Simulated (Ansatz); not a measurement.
The cluster Ca₅O₅⁻. The state is a doublet with charge -1. Geometry PBE-D4/def2-SVP; atoms count from 1.

```xyz
10

Ca    1.760    1.845   -1.100
Ca   -0.082   -0.715    1.003
Ca   -3.323   -1.944   -0.419
Ca    3.174    0.801    2.070
Ca   -1.466    0.538   -2.297
O    -3.091   -0.693   -2.054
O    -1.872   -1.904    0.981
O     3.231    1.922    0.328
O     1.592   -0.423    2.321
O     0.076    0.574   -0.834
```

The structure comes from a short search, and lower isomers may exist.

Q: Estimate the Mulliken populations from the PBE0/def2-TZVPD orbitals of Ansatz.

A: 
| atom | charge (e) | spin (α − β) |
| --- | --- | --- |
| Ca1 | 0.97 | 0.48 |
| Ca2 | 1.46 | 0.04 |
| Ca3 | 1.29 | 0.07 |
| Ca4 | 1.29 | 0.07 |
| Ca5 | 0.97 | 0.48 |
| O6 | -1.45 | 0.00 |
| O7 | -1.43 | -0.01 |
| O8 | -1.45 | 0.00 |
| O9 | -1.43 | -0.01 |
| O10 | -1.20 | -0.12 |
Mulliken values and Mayer orders depend strongly on the basis. With diffuse functions, as here, like atoms can get unlike values, and bond orders can come out too low or too high.

Q: Where does the spin sit?

A: Summed by element: Ca 1.14, O -0.14, of 1 unpaired in all. Largest on single atoms: Ca1 0.48, Ca5 0.48, O10 -0.12.

Q: And the Mayer bond orders between bonded heavy atoms (over 0.3)?

A: Ca1–Ca5 0.49 (3.68 Å); Ca1–O8 0.42 (2.05 Å); Ca3–O6 0.37 (2.07 Å); Ca3–O7 0.57 (2.02 Å); Ca4–O8 0.37 (2.07 Å); Ca4–O9 0.57 (2.02 Å); Ca5–O6 0.42 (2.05 Å).
